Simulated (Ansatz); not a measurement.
```yaml
crystal:
  periodic: [false, false, false]
  atoms:
    - {symbol: N, position_ang: [1.303708, -2.778412, 1.738422]}
    - {symbol: C, position_ang: [0.827364, -1.909393, 1.153025]}
    - {symbol: C, position_ang: [0.212489, -0.853242, 0.419709]}
    - {symbol: C, position_ang: [-0.994098, -1.084072, -0.234549]}
    - {symbol: C, position_ang: [-1.601306, -0.067098, -0.949820]}
    - {symbol: C, position_ang: [-1.011693, 1.187005, -1.018976]}
    - {symbol: C, position_ang: [0.187700, 1.429664, -0.373123]}
    - {symbol: C, position_ang: [0.808923, 0.415435, 0.349792]}
    - {symbol: C, position_ang: [2.044023, 0.678725, 1.010466]}
    - {symbol: N, position_ang: [3.040562, 0.916553, 1.534998]}
    - {symbol: H, position_ang: [-1.445439, -2.066161, -0.174128]}
    - {symbol: H, position_ang: [-2.540237, -0.255391, -1.455942]}
    - {symbol: H, position_ang: [-1.488319, 1.982009, -1.579336]}
    - {symbol: H, position_ang: [0.656311, 2.404348, -0.420549]}
basis:
  gaussian: {orbitals: STO-3G, nuclear_model: gaussian}
magnetization: {spin_polarized: true, initial_magnetization: 1}
hamiltonian: {xc: {name: SVWN5}}
output: {forces: true}
```

```sh
$ ansatz run in.yaml --threads 2 --pin off --events-out ev --progress --plain --max-ram 32768MiB --backend cpu
```

Output, abridged:

```
Error: a molecule whose nuclei and cores have a total charge of 66 cannot have a net charge of 0 together with 1 unpaired electrons
```

In this input the number of unpaired electrons doesn't fit the electron count. The program refused the input.
